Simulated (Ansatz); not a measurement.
Compare A (`F[SiH2]BC[SiH3]`) with its isomer B (`BC(F)([SiH3])[SiH3]`).

Gas-phase electronic energies from Ansatz, PBE0-D4/def2-TZVP geometries. CCSD(T)/CBS is the MP2 limit (def2-TZVPP, def2-QZVPP) plus CCSD(T) − MP2 in def2-TZVPP, frozen cores. Functionals use def2-TZVPP. B3LYP here is the variant with VWN-RPA as its local correlation; programs differ in this. Each species was taken in one conformer, which may not be the lowest.

Problem. Which is lower in electronic energy at CCSD(T)/CBS, and by how much? (Best estimate.)

Solution. Computed: A, by 221.4 kJ/mol.

Problem. Give E(B) − E(A) in kJ/mol with MP2/def2-TZVPP, PBE-D4, ωB97M-V, r2SCAN-D4, CCSD/def2-TZVPP, HF/def2-TZVPP, B3LYP-D4. (Estimate.)

Solution. Ansatz gave: MP2/def2-TZVPP 225.6, PBE-D4 204.5, ωB97M-V 208.9, r2SCAN-D4 213.5, CCSD/def2-TZVPP 222.0, HF/def2-TZVPP 227.5, B3LYP-D4 209.9. None reverses the order clearly.

Largest T1 diagnostic: 0.014.

The D4 term adds −5.8 kJ/mol with B3LYP and −2.9 kJ/mol with PBE0; it sums over pairs of atoms, weighted by their polarisabilities, and B3LYP, whose exchange is more repulsive, gets the larger term. From PBE to PBE0 (25 % exact exchange), in def2-TZVPP and without D4, E(B) − E(A) moves by +8.3 kJ/mol.
